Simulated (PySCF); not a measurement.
## Spinor energies of Kr (krypton, neutral)

Start: [Kr]. Calculated with PySCF 2.14 in x2c-QZVPPall-2c: generalised Hartree-Fock with the X2C-1e Hamiltonian and a Gaussian nucleus; one run each with spin-orbit coupling (SO) switched off, then screened by Boettger's factors.

```tsv
spinor shell	electrons	ε, spin-free (eV)	ε, screened SO (eV)	weight of nominal j (screened SO)	rms radius, screened SO (bohr)
1s1/2	2	-14405.0	-14404.6	1.000	0.0478
2s1/2	2	-1960.6	-1960.5	1.000	0.199
2p1/2	2	-1728.1	-1765.2	1.000	0.174
2p3/2	4	-1728.1	-1710.4	1.000	0.178
3s1/2	2	-305.34	-305.31	1.000	0.565
3p1/2	2	-228.85	-234.60	1.000	0.574
3p3/2	4	-228.85	-226.11	1.000	0.585
3d3/2	4	-101.99	-102.81	1.000	0.610
3d5/2	6	-101.99	-101.41	1.000	0.613
4s1/2	2	-32.312	-32.308	1.000	1.71
4p1/2	2	-14.233	-14.743	1.000	2.07
4p3/2	4	-14.233	-13.989	1.000	2.12
```

| quantity | spin-free | screened SO |
| --- | --- | --- |
| E (hartree) | -2788.18197 | -2788.35709 |
| M_J | 0 | 0 |
| ⟨J²⟩ | 0.000 | 0.000 |
| ⟨L²⟩ | 0.000 | 0.005 |
| ⟨S²⟩ | 0.000 | 0.005 |

Without spin-orbit coupling the j labels of p, d and f shells carry no meaning; the spin-free column gives the mean over the occupied spinors of each nl shell.
